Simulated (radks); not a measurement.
The numbers below are computed, except where a source is named.
Species: W1.25+. Configuration: [Kr] 4d10 4f14 5s2 5p(up 3, down 2.75) 5d4 6s1 (fractional occupations, a model configuration). Level of theory: scalar-relativistic Kohn-Sham, r2SCAN, spin-polarised, spherical densities, finite nucleus; open shells are filled with parallel spins first (spin-orbit coupling, left out, can overturn this in heavy ions); meta-GGA in the generalised Kohn-Sham scheme; Fermi nuclear charge, rms radius 5.3658 fm (a radial shooting solver on a logarithmic mesh with Libxc functionals).

Normalised radial functions P(r) = r R(r), r in bohr:

r,5p down
0.002627,0.0087
0.003059,0.0111
0.003561,0.0143
0.004145,0.0183
0.004826,0.0234
0.005573,0.0295
0.006488,0.0375
0.007553,0.0474
0.008793,0.0596
0.01024,0.0744
0.01182,0.0911
0.01376,0.1117
0.01602,0.1352
0.01865,0.1610
0.02171,0.1883
0.02508,0.2137
0.02919,0.2375
0.03399,0.2542
0.03957,0.2592
0.04606,0.2466
0.0532,0.2137
0.06193,0.1529
0.0721,0.0646
0.08393,-0.0462
0.09771,-0.1673
0.1138,-0.2783
0.1314,-0.3501
0.1529,-0.3643
0.178,-0.2955
0.2073,-0.1412
0.2413,0.0758
0.2787,0.2953
0.3244,0.4787
0.3777,0.5491
0.4397,0.4669
0.5118,0.2345
0.5911,-0.0827
0.6881,-0.4492
0.8011,-0.7705
0.9326,-0.9825
1.086,-1.0530
1.254,-0.9945
1.46,-0.8359
1.699,-0.6290
1.978,-0.4241
2.303,-0.2551
2.681,-0.1357
3.096,-0.0658
3.605,-0.0264
4.196,-0.0090
4.885,-0.0025
5.687,-0.0006
6.568,-0.0001
7.646,0.0000
8.902,0.0000

5p down: eigenvalue -53.031 eV, 3 radial nodes at r = 0.0790, 0.230, 0.571 bohr, <r> = 1.23 bohr, 90 % of the charge inside 1.79 bohr.
